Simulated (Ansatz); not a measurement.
C2H7AlClN (`C[NH][Al]([CH3])[Cl]`), relaxed with RKS PBE0-D4/def2-TZVP in Ansatz from a PBE-D4/def2-SVP geometry. The force threshold is 0.005 eV/Å; the program also tests the step.

The species carries charge 0 and has multiplicity 1.

Start:

```xyz
12

C     1.125   -1.483   -0.487
N     0.046   -1.208    0.445
Al   -0.868    0.301    0.714
C    -0.554    1.962   -0.262
Cl   -2.369    0.171    2.219
H     0.880   -2.301   -1.205
H     1.349   -0.582   -1.097
H     2.076   -1.769    0.021
H    -0.193   -2.026    1.014
H    -1.494    2.329   -0.724
H     0.202    1.847   -1.065
H    -0.201    2.758    0.426
```

(1) How much energy does the relaxation release, and in how many steps? (Best estimate.)

(2) Which bonds change most? (An estimate is asked.)

(3) Give the relaxed structure. (Estimate.)

Answers

(1) The calculation gave: 4.79 kJ/mol, in 12 steps.

(2) Ansatz gave: N2–Al3 from 1.785 to 1.762 Å; Al3–Cl5 from 2.129 to 2.108 Å; C1–H8 from 1.116 to 1.096 Å; C1–H6 from 1.116 to 1.096 Å.

(3) The calculation gave: 
```xyz
12

C     1.111   -1.466   -0.493
N     0.045   -1.202    0.449
Al   -0.849    0.292    0.716
C    -0.544    1.938   -0.259
Cl   -2.329    0.192    2.215
H     0.850   -2.257   -1.207
H     1.328   -0.568   -1.076
H     2.043   -1.760    0.004
H    -0.182   -2.013    1.005
H    -1.456    2.259   -0.771
H     0.246    1.840   -1.008
H    -0.263    2.745    0.423
```
